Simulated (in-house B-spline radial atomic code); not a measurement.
A radial electron density 4πr²n(r) was computed for an atom or ion in its tabulated ground configuration with an all-electron radial atomic-structure program (B-spline basis); method: Dirac-Kohn-Sham LDA PW92, spherical fractional occupations. Columns: r (bohr), 4πr²n(r) (electrons per bohr), bar.

```
 0.00151    1.747 #
 0.00183    2.452 ##
 0.00222    3.428 ##
 0.00269     4.75 ###
 0.00327    6.562 ####
 0.00396    8.916 ######
  0.0048    11.98 ########
 0.00582    15.88 ###########
 0.00706    20.67 ##############
 0.00856    26.32 ##################
  0.0104    32.71 ######################
  0.0126    39.27 ##########################
  0.0152     45.3 ##############################
  0.0185    50.35 ##################################
  0.0224    53.12 ####################################
  0.0272    53.21 ####################################
  0.0329    50.89 ##################################
  0.0399    47.48 ################################
  0.0484    45.37 ###############################
  0.0587     46.9 ################################
  0.0712    52.77 ###################################
  0.0863    60.55 #########################################
   0.105    65.42 ############################################
   0.127    62.95 ##########################################
   0.154    53.65 ####################################
   0.186    43.96 ##############################
   0.226    40.74 ###########################
   0.274    45.24 ##############################
   0.332    49.84 ##################################
   0.403    46.02 ###############################
   0.488    33.62 #######################
   0.592    20.15 ##############
   0.718    12.67 #########
    0.87    10.88 #######
    1.05    10.04 #######
    1.28    7.258 #####
    1.55    3.755 ###
    1.88    1.299 #
    2.28   0.2852 
    2.76  0.03773 
    3.35   0.0026 
    4.06 8.751e-05
```

(1) Which atom or ion is it?
A. Rh7+
B. Mo6+
C. Tc6+
D. Nb6+

Results:

(1) B. The area under the curve, ∫4πr²n dr = ∫r·4πr²n d(ln r) on this logarithmic grid, is 36 electrons, which only this option has. The configuration is [Ar] 3d10 4s2 4p6.
